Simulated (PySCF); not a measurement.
**Telling isomers of C₅H₄F₂O₃ apart by NMR**

Theoretical values (PySCF): geometry from GFN2-xTB, shielding tensors at PBE0/pcSseg-1 (GIAO), B3LYP/pcJ-1 coupling constants (spin–dipole term left out of most H,H and C,H couplings). No solvent model, one averaged value for each set of equivalent atoms, single conformer, non-relativistic Hamiltonian.

Shifts are taken against calculated references (same method and geometry level): TMS for 1H (σ = 31.72 ppm), 13C (σ = 186.93 ppm). Multiplet labels drop J under 1 Hz and among equivalent protons, and merge close values. Unscaled 3J(H,H) run several per cent high. Splittings of carbon signals by F and P are missing where no couplings were computed. Where no couplings were computed, multiplicities follow the n + 1 count of equivalent neighbours, and m marks all less simple cases (inequivalent or close neighbours, rings, F or P nearby). One-bond C–F couplings are unscaled and too large by tens of Hz. Shifts are as computed. Against solution values, carbons near 30 ppm lie about +3 ppm off and those near 130 ppm about +5 ppm. Of 1211 compounds with measured shifts, 218 miss one by over three times the rms of a fit or turn the order of signals round; such compounds aren't used in these exercises. OH and NH positions are gas-phase values without hydrogen bonding to other molecules.

(1) Tabulate the signals of `Oc1ccc(OC(F)F)o1`, `COC1=C(C=O)OC1(F)F`, `O=C1OCC=C1OC(F)F`, `FC(F)OC1=COC=CO1`, `COC(=O)C1=CC(F)(F)O1` and their relative energies.

(2) What is the quickest way to tell Oc1ccc(OC(F)F)o1 from COC(=O)C1=CC(F)(F)O1?

(3) What is the quickest way to tell O=C1OCC=C1OC(F)F from FC(F)OC1=COC=CO1?

(4) What is the quickest way to tell O=C1OCC=C1OC(F)F from COC(=O)C1=CC(F)(F)O1?

## Answers

(1) 
```tsv
SMILES	carbon types	δC	δH	E rel. (kcal/mol)
Oc1ccc(OC(F)F)o1	2×C 3×CH	157.7, 150.1, 121.4, 94.5, 86.5	6.99 (m, 1H), 5.76 (m, 1H), 5.47 (m, 1H), 4.38 (br s, 1H)	16.3
COC1=C(C=O)OC1(F)F	3×C 1×CH 1×CH3	174.2, 157.0, 145.9, 130.3, 59.4	9.86 (s, 1H), 4.23 (s, 3H)	52.9
O=C1OCC=C1OC(F)F	2×C 2×CH 1×CH2	171.1, 150.6, 133.0, 120.4, 70.3	8.43 (m, 1H), 6.76 (t, 1H), 5.11 (m, 2H)	0.0
FC(F)OC1=COC=CO1	1×C 4×CH	154.3, 135.9, 133.2, 120.2, 120.0	6.84 (m, 1H), 5.89 (s, 1H), 5.76 (m, 1H), 5.69 (m, 1H)	44.4
COC(=O)C1=CC(F)(F)O1	3×C 1×CH 1×CH3	168.9, 163.8, 127.7, 127.4, 54.6	6.46 (t, 1H), 4.12 (s, 3H)	29.6
```

Energies are electronic energies at PBE0/pcSseg-1 on these geometries, without zero-point or thermal terms, each for the one conformer computed, which needn't be the lowest.

(2) Both give the same number of carbon signals, but DEPT or the intensities differ. The first has an aromatic CH at 86.5 ppm, the second a methyl carbon bonded to O (CH3) at 54.6 ppm. Their most deshielded carbons lie at 157.7 and 168.9 ppm. In the proton spectra the most deshielded non-exchanging signals are 6.99 (m, 1H) and 6.46 (t, J = 1.4 Hz, 1H).

(3) Both give the same number of carbon signals, but DEPT or the intensities differ. The first has an allylic sp3 CH2 bonded to O at 70.3 ppm, the second an alkene carbon bearing oxygen (C) at 154.3 ppm. Their most deshielded carbons lie at 171.1 and 154.3 ppm. In the proton spectra the most deshielded non-exchanging signals are 8.43 (m, 1H) and 6.84 (m, 1H).

(4) Both give the same number of carbon signals, but DEPT or the intensities differ. The first has an allylic sp3 CH2 bonded to O at 70.3 ppm, the second a methyl carbon bonded to O (CH3) at 54.6 ppm. Their most deshielded carbons lie at 171.1 and 168.9 ppm. In the proton spectra the most deshielded non-exchanging signals are 8.43 (m, 1H) and 6.46 (t, J = 1.4 Hz, 1H).
